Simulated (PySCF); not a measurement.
A GIAO shielding run with PySCF 2.14 (density fitting, non-relativistic, gas phase) on SMILES OCC[SiH2]C, C3H10OSi:

```
$ OMP_NUM_THREADS=1 python probes_run.py task.json out

{"job": {"kind": "nmr", "xc": "LDA", "basis": "pcSseg-1", "pop": false}, "charge": 0, "multiplicity": 1}
C      2.442557    -0.219447    -0.335931
Si     0.750384     0.601167    -0.417803
C     -0.606738    -0.668112    -0.043150
C     -2.000655    -0.181407    -0.420690
O     -2.251910     1.134339     0.004782
H      2.620962    -0.652197     0.661200
H      2.526869    -1.029382    -1.077318
H      3.244230     0.508087    -0.535552
H      0.709356     1.718925     0.576603
H      0.527391     1.172362    -1.783444
H     -0.377187    -1.609133    -0.572923
H     -0.559452    -0.913347     1.034463
H     -2.773150    -0.882037    -0.044010
H     -2.100272    -0.164631    -1.517772
H     -2.162253     1.161763     0.963541
```

Hardware: 1 thread of an Arm Neoverse V1, shared host.

(1) How large is the calculation?

(2) How long does it take, and how much memory does it need?

(3) And these other runs on the same molecule and hardware: GIAO shielding at B3LYP/pcSseg-1; GIAO shielding at B97-D/pcSseg-1; GIAO shielding at BLYP/pcSseg-1; GIAO shielding at BP86/pcSseg-1; GIAO shielding at HF/pcSseg-1; GIAO shielding at KT2/pcSseg-1?

Answers

(1) 50 electrons, 142 basis functions and 759 auxiliary functions.

(2) 15 s of wall time, with 13 SCF cycles; peak memory 0.66 GiB. Times on a shared host scatter by some tens of per cent.

(3) B3LYP/pcSseg-1: 142 functions, 12 s; B97-D/pcSseg-1: 142 functions, 19 s; BLYP/pcSseg-1: 142 functions, 19 s; BP86/pcSseg-1: 142 functions, 18 s; HF/pcSseg-1: 142 functions, 5.9 s; KT2/pcSseg-1: 142 functions, 19 s.
